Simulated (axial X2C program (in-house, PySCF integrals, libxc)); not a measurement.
# Curves of EuSe from open-shell CI on f6 s1

Computed with an axial X2C code built on PySCF integrals: two-component X2C with atomic mean-field Coulomb and Gaunt terms, basis Eu dyall-v3z, Se dyall-v3z (cores contracted in-house). Orbitals come from Hartree–Fock averaged over the configuration Eu f6 s1; CI then distributes these electrons over the f, s shells of Eu.

Scan along the bond; masses Eu 152.921 u, Se 79.917 u. Energies in cm⁻¹ from the lowest point; levels are followed by energy order within each Ω. Lowest level at 2.466 Å: 100% f6 s1.

| R (Å) | (1)Ω=1/2 | (1)Ω=3/2 | (1)Ω=5/2 | (2)Ω=1/2 | (2)Ω=3/2 | (3)Ω=1/2 | (1)Ω=7/2 |
| --- | --- | --- | --- | --- | --- | --- | --- |
| 2.293 | 3040 | 3296 | 3860 | 3930 | 4316 | 4598 | 4751 |
| 2.380 | 726 | 981 | 1548 | 1628 | 1997 | 2318 | 2441 |
| 2.466 | 0 | 254 | 824 | 904 | 1264 | 1609 | 1717 |
| 2.565 | 592 | 846 | 1419 | 1491 | 1847 | 2205 | 2312 |
| 2.663 | 2261 | 2517 | 3092 | 3151 | 3507 | 3868 | 3986 |
| 2.774 | 5038 | 5297 | 5877 | 5913 | 6273 | 6629 | 6769 |
| 2.910 | 9221 | 9484 | 10071 | 10072 | 10441 | 10784 | 10962 |

Q: Fit the curves (1)Ω=1/2, (1)Ω=3/2, (1)Ω=5/2, (2)Ω=1/2, (2)Ω=3/2, (3)Ω=1/2, (1)Ω=7/2 near their minima.

A: From the open-shell CI curves, Te from the lowest:

```
   level  Te (cm⁻¹)  Re (Å)  ωe (cm⁻¹)
(1)Ω=1/2          0   2.472      314.2
(1)Ω=3/2        254   2.472      314.3
(1)Ω=5/2        824   2.472      314.4
(2)Ω=1/2        904   2.473      313.3
(2)Ω=3/2       1264   2.473      313.7
(3)Ω=1/2       1610   2.472      312.9
(1)Ω=7/2       1717   2.472      314.3
```

Without dynamic correlation distances can be off by several hundredths of an Å (long for ionic bonds, short for multiple bonds) and the wavenumbers are rough.

The 7 lowest curves are shown; the next is (2)Ω=5/2, from 1965 cm⁻¹.

There is no dynamic correlation: spin–orbit spacings and, for f shells, spacings inside one term are the most reliable numbers, splittings between terms come out too wide, and energies between configurations are not reliable, so the lowest level need not be the ground state of the molecule. At most 4 roots were kept for each Ω > 0 (twice that for Ω = 0) within 2.2 eV of the lowest, so higher up levels can be missing between those listed; levels with Ω > 0 are doubly degenerate and listed once, Ω = 0 levels singly.
